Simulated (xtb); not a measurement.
H5Si2 (SMILES [SiH2][SiH3]), doublet, at the geometry of the source list, atoms displaced at random by about 0.1 Å a coordinate; GFN2-xTB with ALPB(benzene) run with xtb.

xtb was given this input:
```
$ xtb mol.xyz --gfn 2 --uhf 1 --opt --alpb benzene --json

# file mol.xyz
7

Si     1.29719297    -0.12050585     0.14274955
Si    -0.94931719     0.06333529     0.04258257
H      2.18882228     0.86945076    -0.08134286
H      1.86596400    -1.31858340    -0.07792516
H     -1.67501840    -0.43580101     1.33927239
H     -1.25904782     1.50875757    -0.29978068
H     -1.55487423    -0.69775798    -0.97737961
```

What the program printed (banner, timings and long lists left out):

```
   ID    Z sym.   atoms
    1   14 Si     1, 2
    2    1 H      3-7

           -------------------------------------------------
          |                Calculation Setup                |
           -------------------------------------------------

           -------------------------------------------------
          |                 G F N 2 - x T B                 |
           -------------------------------------------------

      * Solvation model:               ALPB
        Solvent                        benzene
        Parameter file                 internal GFN2-xTB/ALPB
        Dielectric constant                7.0000E+00
        Reference state                gsolv [1 M gas/solution]
        Free energy shift                  4.6744E-03 Eh       2.9333E+00 kcal/mol
        Temperature                        2.9815E+02 K
        Density                            8.6700E-01 kg/L
        Solvent mass                       7.8110E+01 g/mol
        Interaction kernel             P16
        Born radius scaling (c1)           1.6914E+00
        Born radii integrator          GBOBC
        Born offset                        0.0000E+00 a0       0.0000E+00 AA
        H-bond correction              false
        Ion screening                  false
        Surface tension                    1.0000E-05 Eh       1.5569E+01 dyn/cm
        Grid points                               230 per atom

          ...................................................
          :                      SETUP                      :
          :.................................................:
          :  # basis functions                  25          :
          :  # atomic orbitals                  23          :
          :  # shells                           11          :
          :  # electrons                        13          :
          :  max. iterations                   250          :
          :  Hamiltonian                  GFN2-xTB          :
          :  restarted?                      false          :
          :  GBSA solvation                   true          :
          :  PC potential                    false          :
          :  electronic temp.          300.0000000     K    :
          :  accuracy                    1.0000000          :
          :  -> integral cutoff          0.2500000E+02      :
          :  -> integral neglect         0.1000000E-07      :
          :  -> SCF convergence          0.1000000E-05 Eh   :
          :  -> wf. convergence          0.1000000E-03 e    :
          :  Broyden damping             0.4000000          :
          :  net charge                          0          :
          :  unpaired electrons                  1          :
          ...................................................

 iter      E             dE          RMSdq      gap      omega  full diag
   1     -5.9382365 -0.593824E+01  0.550E+00    2.44       0.0  T
   2     -5.9989750 -0.607385E-01  0.359E+00    1.94       1.0  T
   3     -6.0010535 -0.207854E-02  0.210E+00    2.19       1.0  T
   4     -6.0019235 -0.870046E-03  0.104E+00    2.02       1.0  T
   5     -6.0024880 -0.564461E-03  0.324E-01    2.05       1.0  T
   6     -6.0024622  0.258053E-04  0.250E-01    2.04       1.0  T
   7     -6.0025105 -0.483257E-04  0.892E-02    2.07       1.0  T
   8     -6.0025044  0.611775E-05  0.656E-02    2.06       1.0  T
   9     -6.0025127 -0.827220E-05  0.167E-02    2.07       2.3  T
  10     -6.0025128 -0.148880E-06  0.276E-03    2.07      13.7  T
  11     -6.0025128  0.287852E-08  0.162E-03    2.07      23.3  T
  12     -6.0025128 -0.442606E-08  0.532E-04    2.07      71.0  T
  13     -6.0025128 -0.380954E-09  0.134E-04    2.07     281.1  T

   *** convergence criteria satisfied after 13 iterations ***

         :::::::::::::::::::::::::::::::::::::::::::::::::::::
         ::                     SUMMARY                     ::
         :::::::::::::::::::::::::::::::::::::::::::::::::::::
         :: total energy              -5.919695239326 Eh    ::
         :: total w/o Gsasa/hb        -5.920331732051 Eh    ::
         :: gradient norm              0.124305821193 Eh/a0 ::
         :: HOMO-LUMO gap              2.067413828079 eV    ::
         ::.................................................::
         :: SCC energy                -6.002511829062 Eh    ::
         :: -> isotropic ES            0.012723860997 Eh    ::
         :: -> anisotropic ES          0.000348508492 Eh    ::
         :: -> anisotropic XC          0.004087572034 Eh    ::
         :: -> dispersion             -0.003927330985 Eh    ::
         :: -> Gsolv                   0.000216763680 Eh    ::
         ::    -> Gelec               -0.000419729045 Eh    ::
         ::    -> Gsasa               -0.004037955901 Eh    ::
         ::    -> Ghb                  0.000000000000 Eh    ::
         ::    -> Gshift               0.004674448626 Eh    ::
         :: repulsion energy           0.082816589737 Eh    ::
         :: add. restraining           0.000000000000 Eh    ::
         :: total charge               0.000000000000 e     ::
         :::::::::::::::::::::::::::::::::::::::::::::::::::::

      -----------------------------------------------------------
     |                   =====================                   |
     |                        A N C O P T                        |
     |                   =====================                   |
     |               Approximate Normal Coordinate               |
     |                Rational Function Optimizer                |
      -----------------------------------------------------------
      -----------------------------------------------------------
     |                   =====================                   |
     |                        A N C O P T                        |
     |                   =====================                   |
     |               Approximate Normal Coordinate               |
[...]
 * total energy  :    -5.9374736 Eh     change       -0.6001880E-04 Eh
 * total energy  :    -5.9375078 Eh     change       -0.3415029E-04 Eh
 * total energy  :    -5.9375573 Eh     change       -0.4948941E-04 Eh
 * total energy  :    -5.9376231 Eh     change       -0.6584149E-04 Eh
 * total energy  :    -5.9376660 Eh     change       -0.4291941E-04 Eh
 * total energy  :    -5.9377113 Eh     change       -0.4529840E-04 Eh
 * total energy  :    -5.9377709 Eh     change       -0.5959819E-04 Eh
 * total energy  :    -5.9377910 Eh     change       -0.2003619E-04 Eh
 * total energy  :    -5.9377953 Eh     change       -0.4309396E-05 Eh
 * total energy  :    -5.9378083 Eh     change       -0.1305350E-04 Eh
 * total energy  :    -5.9378113 Eh     change       -0.2947508E-05 Eh
 * total energy  :    -5.9378165 Eh     change       -0.5259147E-05 Eh
 * total energy  :    -5.9378170 Eh     change       -0.4955548E-06 Eh
   *** GEOMETRY OPTIMIZATION CONVERGED AFTER 21 ITERATIONS ***
[...]
   1     -5.9916388 -0.599164E+01  0.107E-04    2.28       0.0  T
   2     -5.9916388 -0.223110E-11  0.573E-05    2.28     659.8  T
   3     -5.9916388  0.913936E-12  0.660E-05    2.28     572.8  T

   *** convergence criteria satisfied after 3 iterations ***

         :::::::::::::::::::::::::::::::::::::::::::::::::::::
         ::                     SUMMARY                     ::
         :::::::::::::::::::::::::::::::::::::::::::::::::::::
         :: total energy              -5.937817032045 Eh    ::
         :: total w/o Gsasa/hb        -5.938305983549 Eh    ::
         :: gradient norm              0.000381782611 Eh/a0 ::
         :: HOMO-LUMO gap              2.277889979559 eV    ::
         ::.................................................::
         :: SCC energy                -5.991637694011 Eh    ::
         :: -> isotropic ES            0.012009555527 Eh    ::
         :: -> anisotropic ES          0.000239946097 Eh    ::
         :: -> anisotropic XC          0.004070433070 Eh    ::
         :: -> dispersion             -0.003982963364 Eh    ::
         :: -> Gsolv                   0.000135485855 Eh    ::
         ::    -> Gelec               -0.000353465649 Eh    ::
         ::    -> Gsasa               -0.004185497122 Eh    ::
         ::    -> Ghb                  0.000000000000 Eh    ::
         ::    -> Gshift               0.004674448626 Eh    ::
         :: repulsion energy           0.053820661966 Eh    ::
         :: add. restraining           0.000000000000 Eh    ::
         :: total charge              -0.000000000000 e     ::
         :::::::::::::::::::::::::::::::::::::::::::::::::::::

           -------------------------------------------------
          |                Property Printout                |
           -------------------------------------------------

    * Orbital Energies and Occupations

         #    Occupation            Energy/Eh            Energy/eV
      -------------------------------------------------------------
         1        2.0000           -0.7364266             -20.0392
         2        2.0000           -0.6200329             -16.8720
         3        2.0000           -0.4262706             -11.5994
         4        2.0000           -0.4229044             -11.5078
         5        2.0000           -0.4193045             -11.4099
         6        2.0000           -0.3781992             -10.2913
         7        1.0000           -0.2827195              -7.6932 (HOMO)
         8                         -0.1990086              -5.4153 (LUMO)
         9                         -0.1814903              -4.9386
        10                         -0.1751684              -4.7666
        11                         -0.1451104              -3.9487
        12                         -0.1415171              -3.8509
        13                         -0.0907650              -2.4698
        14                         -0.0816032              -2.2205
        15                         -0.0799880              -2.1766
        16                         -0.0182507              -0.4966
        17                         -0.0097267              -0.2647
        18                          0.4163571              11.3297
       ...                                ...                  ...
        23                          0.8633980              23.4943
      -------------------------------------------------------------
                  HL-Gap            0.0837109 Eh            2.2779 eV
             Fermi-level           -0.2856617 Eh           -7.7733 eV

     #   Z          covCN         q      C6AA      α(0)
     1  14 Si       2.789     0.262   185.196    29.878
     2  14 Si       3.702     0.345   101.055    19.252
     3   1 H        0.918    -0.092     5.306     3.603
     4   1 H        0.918    -0.093     5.310     3.604
     5   1 H        0.917    -0.147     7.523     4.290
     6   1 H        0.916    -0.147     7.554     4.299
     7   1 H        0.915    -0.129     6.688     4.045

 Mol. C6AA /au·bohr⁶  :       1299.946935
 Mol. C8AA /au·bohr⁸  :      58961.130414
 Mol. α(0) /au        :         68.970148

Wiberg/Mayer (AO) data.
largest (>0.10) Wiberg bond orders for each atom

 ---------------------------------------------------------------------------
     #   Z sym  total        # sym  WBO       # sym  WBO       # sym  WBO
 ---------------------------------------------------------------------------
     1  14 Si   2.957 --     2 Si   1.063     3 H    0.898     4 H    0.898
     2  14 Si   3.842 --     1 Si   1.063     5 H    0.891     6 H    0.891
                             7 H    0.890
     3   1 H    0.991 --     1 Si   0.898
     4   1 H    0.991 --     1 Si   0.898
     5   1 H    0.978 --     2 Si   0.891
     6   1 H    0.978 --     2 Si   0.891
     7   1 H    0.983 --     2 Si   0.890
 ---------------------------------------------------------------------------

Topologies differ in total number of bonds
Writing topology from bond orders to xtbtopo.mol

molecular dipole:
                 x           y           z       tot (Debye)
 q only:        0.506       0.002       0.126
   full:        0.101      -0.057      -0.085       0.366
molecular quadrupole (traceless):
                xx          xy          yy          xz          yz          zz
 q only:       -1.790       0.614       0.313       0.868       0.573       1.478
  q+dip:       -1.895       0.329       0.913       0.001       0.030       0.982
   full:       -2.966       0.378       1.377      -0.224       0.156       1.590

optimized geometry written to: xtbopt.xyz

           -------------------------------------------------
          | TOTAL ENERGY               -5.937817032045 Eh   |
          | GRADIENT NORM               0.000381782611 Eh/α |
          | HOMO-LUMO GAP               2.277889979559 eV   |
           -------------------------------------------------

normal termination of xtb
```
